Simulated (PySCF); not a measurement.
**Radial density of La⁺ (lanthanum, charge +1)**

MN15, [Xe] 5d2, high-spin 3F determinant. Computed with PySCF 2.14 in cc-pwCVTZ-X2C (12s11p9d7f4g1h, 186 functions), with scalar relativity by spin-free X2C-1e.

| r (bohr) | 4πr²ρ (e/bohr) | 4πr²(ρα − ρβ) |
| --- | --- | --- |
| 0.0272 | 67.45 | -0.0016 |
| 0.0458 | 73.06 | -0.0019 |
| 0.0770 | 97.98 | 0.0132 |
| 0.130 | 73.19 | 0.0559 |
| 0.218 | 83.91 | 0.0324 |
| 0.366 | 38.26 | 0.0240 |
| 0.616 | 34.42 | 0.1374 |
| 1.04 | 12.88 | -0.0059 |
| 1.74 | 6.649 | 0.6689 |
| 2.93 | 1.433 | 0.6641 |
| 4.93 | 0.1321 | 0.1253 |
| 8.30 | 0.003518 | 0.0035 |

Densities and radii are taken from the X2C orbitals without a picture-change correction, which distorts them close to the nucleus.

Spin-orbit coupling, absent here, splits the open shell strongly.

(1) Where is the radial spin density 4πr²(ρα − ρβ) most negative, and why is it negative at all?

## Answers

(1) Around r = 1.04 bohr, down to -0.0059 e/bohr: exchange with the open shell polarises the paired shells in an unrestricted calculation.
